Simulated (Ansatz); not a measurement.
`FC(F)(F)[O][SnH3]`, relaxed with RKS PBE0-D4/def2-TZVP in the Gaussian-basis code of Ansatz from a PBE-D4/def2-SVP geometry. The force threshold is 0.005 eV/Å; the program also tests the step.

The species carries charge 0 and has multiplicity 1. Sn: def2 effective core potential.

Start:

```xyz
9

F     1.028   -0.944   -2.249
C     0.904   -0.457   -1.000
F     0.863   -1.540   -0.140
F     2.064    0.198   -0.704
O    -0.168    0.309   -0.887
Sn   -1.029    0.553    0.976
H    -2.016   -0.833    1.219
H     0.265    0.717    2.094
H    -1.912    1.998    0.692
```

```json
{"step": "1", "energy (eV)": "-17109.5552", "largest force (eV/Å)": "0.813", "largest move (Å)": "0.000"}
{"step": "2", "energy (eV)": "-17109.6044", "largest force (eV/Å)": "0.328", "largest move (Å)": "0.064"}
{"step": "3", "energy (eV)": "-17109.6156", "largest force (eV/Å)": "0.102", "largest move (Å)": "0.022"}
{"step": "4", "energy (eV)": "-17109.6169", "largest force (eV/Å)": "0.053", "largest move (Å)": "0.012"}
{"step": "5", "energy (eV)": "-17109.6175", "largest force (eV/Å)": "0.023", "largest move (Å)": "0.019"}
{"step": "6", "energy (eV)": "-17109.6176", "largest force (eV/Å)": "0.026", "largest move (Å)": "0.009"}
{"step": "7", "energy (eV)": "-17109.6177", "largest force (eV/Å)": "0.014", "largest move (Å)": "0.021"}
{"step": "8", "energy (eV)": "-17109.6177", "largest force (eV/Å)": "0.005", "largest move (Å)": "0.008"}
{"step": "9", "energy (eV)": "-17109.6177", "largest force (eV/Å)": "0.006", "largest move (Å)": "0.006"}
{"step": "10", "energy (eV)": "-17109.6177", "largest force (eV/Å)": "0.003", "largest move (Å)": "0.001"}
```

End:

```xyz
9

F     1.011   -0.888   -2.244
C     0.896   -0.466   -0.985
F     0.865   -1.574   -0.196
F     2.046    0.166   -0.674
O    -0.161    0.291   -0.830
Sn   -1.021    0.563    0.968
H    -1.974   -0.817    1.224
H     0.248    0.754    2.077
H    -1.910    1.971    0.659
```

Run time 36 s (4 threads of a server CPU on a shared host); peak host memory 0.69 GiB.
